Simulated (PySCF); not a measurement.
## Radial density of Xe²⁺ (xenon, charge +2)

UHF, [Kr] 4d10 5s1 5p5, high-spin 3P determinant (an excited configuration). Computed with PySCF 2.14 in aug-cc-pwCVTZ-DK3, with the spin-free X2C one-electron Hamiltonian (Gaussian nucleus).

| r (bohr) | 4πr²ρ (e/bohr) | 4πr²(ρα − ρβ) |
| --- | --- | --- |
| 0.0249 | 66.61 | 0.0166 |
| 0.0419 | 62.63 | 0.0366 |
| 0.0705 | 88.13 | 0.0711 |
| 0.119 | 75.24 | -0.0099 |
| 0.199 | 72.60 | 0.1304 |
| 0.335 | 52.06 | 0.0036 |
| 0.564 | 27.18 | 0.3493 |
| 0.949 | 19.05 | 0.0050 |
| 1.60 | 5.265 | 1.5180 |
| 2.69 | 1.787 | 0.4462 |
| 4.52 | 0.06163 | -0.0025 |

Densities and radii are taken from the X2C orbitals without a picture-change correction, which distorts them close to the nucleus.

**Question.** Where is the radial spin density 4πr²(ρα − ρβ) most negative, and why is it negative at all?

**Answer.** Around r = 0.119 bohr, down to -0.0099 e/bohr: exchange with the open shell polarises the paired shells in an unrestricted calculation.
